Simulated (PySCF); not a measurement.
An unknown shows these calculated signals:

$^{1}$H NMR (600 MHz, computed): δ 4.58 (m, 3H), 2.74 (s, 3H).

$^{13}$C{$^{1}$H} NMR (computed): δ 188.6 (C), 174.0 (C), 130.4 (C), 127.5 (C), 17.9 (CH3).

Non-relativistic Hamiltonian, no solvent model, single conformer, averaged over atoms made equivalent by symmetry, fast rotation or ring inversion. GFN2-xTB structure; σ from GIAO-PBE0/pcSseg-1; PySCF 2.14.

Referencing at the same level of theory: TMS for $^{1}$H, $^{13}$C.

Which of these does the molecule contain: a heteroaromatic ring, a CF3 group, a non-aromatic C=C double bond, a Si–H bond, an NH or NH2 group, a carboxylic acid?

## Answers


- A heteroaromatic ring: yes.
- A CF3 group: yes (δC 130.4).
- A non-aromatic C=C double bond: no.
- A Si–H bond: yes (δH 4.58 (m)).
- An NH or NH2 group: no.
- A carboxylic acid: no.

The data belong to `InChI=1S/C5H6F3OPSi/c1-2-3(11)10-4(9-2)5(6,7)8/h1,11H3`; they needn't prove each group on their own.

Carbon signals by region: 2 in the far downfield region (above 160 ppm), 2 in the sp2 and nitrile region (100–160 ppm), 1 below 50 ppm. Above 160 ppm: 188.6, substituted aromatic carbon next to the ring oxygen, 174.0, substituted aromatic carbon next to the ring oxygen.

Splittings by $^{19}$F and $^{31}$P in the carbon and heteronuclear signals aren't shown, as no couplings were computed. Shifts are as computed. Against solution values, carbons near 30 ppm lie about +3 ppm off and those near 130 ppm about +5 ppm. Of 1211 compounds with measured shifts, 218 miss one by over three times the rms of a fit or turn the order of signals round; such compounds aren't used in these exercises. No couplings were computed; multiplicities are counted from neighbouring protons, with m where these are inequivalent, close in shift, in a saturated or five-membered ring or joined by F or P, and br s for small geminal =CH2 splittings.
